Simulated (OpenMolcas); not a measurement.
Ionisation energies of caesium

```
Program             : OpenMolcas 26.06
Basis               : ANO-R2 [7s6p4d1f1g]
Scalar Hamiltonian  : X2C, finite nucleus
Spin-orbit coupling : RASSI with atomic mean-field integrals over the reference wave functions, term energies averaged over their components
```

Active shells in each charge state: the valence s, p shells, with orbitals averaged over the low states. Where CASPT2's correlated closed shells are named, they are those of the first ion.

A. CASSCF
B. SS-CASPT2, IPEA 0.25 Eh, imaginary shift 0.1 Eh (closed shells correlated: 5s 5p)
C. SS-CASPT2, IPEA 0.25 Eh, imaginary shift 0.1 Eh (closed shells correlated: none)
D. SS-CASPT2, IPEA 0.25 Eh, imaginary shift 0.1 Eh (closed shells correlated: 4d 5s 5p)
E. SS-CASPT2, IPEA 0 Eh, imaginary shift 0.1 Eh (closed shells correlated: 5s 5p)

Energies in eV between the lowest computed levels, named as in B; reference values from the NIST Atomic Spectra Database with their kind.

| From | To | A | B | C | D | E | Spin-orbit share in B | Reference |
| --- | --- | --- | --- | --- | --- | --- | --- | --- |
| Cs 6s ²S_1/2 | Cs+ 5p⁶ ¹S₀ | 3.473 | 3.735 | 3.473 | 3.750 | 3.762 | +0.000 | 3.894 (measured) |

Error against the reference values, in %:

| From | Reference | A | B | C | D | E |
| --- | --- | --- | --- | --- | --- | --- |
| Cs | measured | -10.8 | -4.1 | -10.8 | -3.7 | -3.4 |

Absolute error against the one measured value: A 0.42 eV, B 0.16 eV, C 0.42 eV, D 0.14 eV, E 0.13 eV.
